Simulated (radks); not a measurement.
Correlation energies from several functionals, in hartree. Species: Au [Xe] 4f14 5d10 6s1; Ca2+ [Ar]. All-electron calculation, non-relativistic Kohn-Sham, PBE, spin-polarised, spherical densities, point nucleus. Program: a radial shooting solver on a logarithmic mesh with Libxc functionals. Every spin shell is full or empty, so the densities are truly spherical. Functionals are evaluated on that one density, not self-consistently.

functional       Au      Ca2+
PW92        -8.2048   -1.5128
VWN5        -8.2384   -1.5199
PZ          -8.2108   -1.5100
Wigner      -4.2593  -0.94684
Chachiyo    -8.1138   -1.4869
LYP         -4.2840  -0.78864
P86         -5.4294  -0.84273
PW91        -5.1831  -0.81191
OP (B88)    -4.1983  -0.76809
TPSS        -4.8301  -0.74492
SCAN        -4.8744  -0.72439
